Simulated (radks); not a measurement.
Task: All-electron atom: Cs9+ in [Kr] 4d10 (the NIST ground configuration). All-electron calculation, Dirac Kohn-Sham, LB94 model potential, spin-unpolarised, spherical densities, finite nucleus; Fermi nuclear charge, rms radius 4.8041 fm. Program: a radial shooting solver on a logarithmic mesh with Libxc functionals.

Spin-orbit splittings of the eigenvalues, e(l+1/2) - e(l-1/2), with zeta = 2 splitting/(2l+1) and mean radii in bohr:

| shell | occ. | splitting (eV) | zeta (eV) | <r> j=l-1/2 | <r> j=l+1/2 |
|---|---|---|---|---|---|
| 2p | 6 | 356.0 | 237.4 | 0.09375 | 0.09964 |
| 3p | 6 | 68.01 | 45.34 | 0.2879 | 0.2996 |
| 3d | 10 | ? | ? | 0.2702 | 0.2739 |
| 4p | 6 | 14.09 | 9.391 | 0.7159 | 0.7433 |
| 4d | 10 | 2.416 | 0.9662 | 0.8111 | 0.8204 |

Estimate the 3d splitting.

Result: 14.54 eV (zeta = 5.815 eV).
